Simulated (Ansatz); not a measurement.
Stepwise reaction of `[OH][Ga]([OH])[SH]` with hydrogen sulfide, as a gas-phase model of exchange steps in deposition or etching. ΔE in kJ/mol.

Program: Ansatz. Geometries: PBE0-D4/def2-TZVP. ΔE: electronic, gas phase. CBS: MP2 limit from def2 TZ/QZ plus the TZ coupled-cluster correction, frozen cores. This one scheme is used for every species. Functionals use def2-TZVPP. B3LYP here is the variant with VWN-RPA as its local correlation; programs differ in this. For Ga outer-core shells are correlated without core-valence functions, which leaves a few kJ/mol of doubt a bond. Scalar relativity is left out up to krypton. One conformer a species, not always the lowest.

```json
{"step": "1", "reaction": "`[OH][Ga]([OH])[SH]` + H₂S → `[OH][Ga]([SH])[SH]` + H₂O", "PBE-D4": "-36.4", "B3LYP-D4": "-31.4", "ωB97M-V": "-30.7", "CCSD(T)/CBS": "-33.7"}
{"step": "2", "reaction": "`[OH][Ga]([SH])[SH]` + H₂S → `[SH][Ga]([SH])[SH]` + H₂O", "PBE-D4": "-38.7", "B3LYP-D4": "-34.6", "ωB97M-V": "-33.4", "CCSD(T)/CBS": "-37.0"}
```

(1) By hand: ΔE of the 2 steps together at CCSD(T)/CBS.

Results:

(1) (-33.7) + (-37.0) = -70.7 kJ/mol, or -35.4 kJ/mol a step.

In ΔE the steps differ by no more than 3.3 kJ/mol. All are downhill at CCSD(T)/CBS. PBE-D4 differs from CCSD(T)/CBS by -2.7 to -1.7 kJ/mol a step. Isolated molecules leave out the surface, adducts and barriers. Largest T1 diagnostic: 0.014.
